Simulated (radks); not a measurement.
Spherical quantum dot in the effective-mass picture: electrons in a parabolic well V = omega^2 r^2 / 2 with omega = 0.128, with a point charge +1 (a donor) at the centre, all in effective atomic units (hartree* = m*/eps^2 hartree, bohr* = eps/m* bohr), one dielectric constant everywhere. Calculated with a radial shooting solver with Libxc functionals: non-relativistic Kohn-Sham, LDA (Slater exchange, Perdew-Wang correlation), spin-polarised, spherical densities. Levels are named by radial order and angular momentum (1s, 1p, 1d, 2s, ...), and open shells are averaged over m. Results are scaled to m* = 0.069 and eps = 10.9, for which hartree* = 15.8 meV and bohr* = 8.359 nm.

N = 24, configuration 1s2 1p6 1d10 2s2 1f(up 4, down 0). This is the lowest configuration that the search found. Occupied and some empty levels:

| level | occupation | eigenvalue (meV) | <r> (nm) |
|---|---|---|---|
| 1s up | 1 | 45.401 | 24.91 |
| 1s down | 1 | 45.401 | 23.59 |
| 2s up | 1 | 46.429 | 63.10 |
| 1p up | 3 | 46.473 | 67.83 |
| 2s down | 1 | 46.555 | 63.43 |
| 1p down | 3 | 46.605 | 66.74 |
| 1d up | 5 | 47.020 | 73.84 |
| 1d down | 5 | 47.171 | 73.42 |
| 1f up | 4 | 47.684 | 78.30 |
| 1f down | 0 | 47.844 | 78.23 |
| 2p up | 0 | 48.206 | 62.38 |
| 2p down | 0 | 48.280 | 62.73 |
| 1g up | 0 | 48.455 | 82.04 |
| 1g down | 0 | 48.616 | 82.17 |
| 2d up | 0 | 49.147 | 70.01 |
| 2d down | 0 | 49.232 | 70.00 |

Energy (meV): total 640.159, kinetic 35.149, external 160.13, Hartree 501.59, exchange-correlation -56.708.
